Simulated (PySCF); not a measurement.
**Dy(III) with different ligands**

Computed with PySCF 2.14.0, PBE, def2-SVP on the ligands, density fitting, scalar-relativistic core potentials, no spin-orbit coupling, vacuum. The metal has lcecp-1-SVP with ECP55. Each complex is relaxed within the symmetry of a template of the same shape. Distances are means of the shortest metal–ligand contacts, charges and spins Mulliken's; removal energies are rigid, with the ligand's formal charge and no counterpoise, so too large; for an anion taken off a cation in vacuum most of it is the attraction of opposite charges, and multiply charged cations can part far more cheaply with an electron moved from ligand to metal. lcecp potentials hold a fixed number of 4f electrons in the core, out of states, spins and gaps.

```tsv
complex	point group	M–first ligand (Å)	charge on M (e)	removal of one first-named ligand (eV)	strongest infrared band, degenerate modes summed (cm⁻¹)	unstable modes (below −25 cm⁻¹)
[Dy(N2)]3+	C∞v	2.376	2.63	2.88	2287	0
[Dy(NH3)]3+	C3v	2.319	2.41	6.04	3156	0
```

Problem. What does the calculation give for [Dy(H2O)]3+?

Solution. point group: C2v, M–first ligand (Å): 2.178, charge on M (e): 2.49, removal of one first-named ligand (eV): 5.49, strongest infrared band, degenerate modes summed (cm⁻¹): 3231, unstable modes (below −25 cm⁻¹): 0.
```xyz
4

Dy    0.0000    0.0000   -0.0707
O     0.0000    0.0000    2.1069
H     0.7902    0.0000    2.7455
H    -0.7902    0.0000    2.7455
```

One start shape was tried for each, so a minimum needn't be the lowest isomer.
